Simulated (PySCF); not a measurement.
## C₆ coefficients of unlike pairs at PBE

Calculated with PySCF 2.14 from the dipole response of each species, C₆(A,B) = (3/π) ∫ α_A(iu) α_B(iu) du, in atomic units, from isotropic polarisabilities. For ions this is the dispersion term alone; charge-induced terms of lower order in 1/R come first.

| species | configuration | basis | relativity | α (bohr³) | C₆ (like pair) |
| --- | --- | --- | --- | --- | --- |
| Si | [Ne] 3s2 3p2 (3P) | x2c-TZVPPall with one added diffuse shell each of s, p, d type (6s6p4d1f) | spin-free X2C | 41.38 | 341.2 |
| Si⁺ | [Ne] 3s2 3p1 (2P) | aug-cc-pV(T+d)Z with one added diffuse shell each of s, p, d, f type (7s6p5d3f) | none | 19.18 | 101.6 |
| Al³⁺ | [Ne] (1S) | aug-cc-pV(T+d)Z with one added diffuse shell each of s, p, d, f type (7s6p5d3f) | none | 0.2675 | 0.2340 |
| Cr²⁺ | [Ar] 3d4 (5D) | aug-cc-pwCVTZ-DK with one added diffuse shell each of s, p, d, f, g type (11s10p8d5f4g) | spin-free X2C | 4.662 | 13.99 |

(1) Estimate C₆ for Al³⁺ with Si⁺.

No spin-orbit coupling is included.

The other pairs:

| pair | C₆ |
| --- | --- |
| Si⁺, Si | 184.3 |
| Cr²⁺, Si⁺ | 33.67 |
| Al³⁺, Si | 4.467 |
| Cr²⁺, Si | 58.09 |
| Cr²⁺, Al³⁺ | 1.522 |

Results:

(1) The integral gives 2.744. The combination rule 2 C_A C_B / (C_A α_B/α_A + C_B α_A/α_B) gives 2.612 and the geometric mean 4.876.
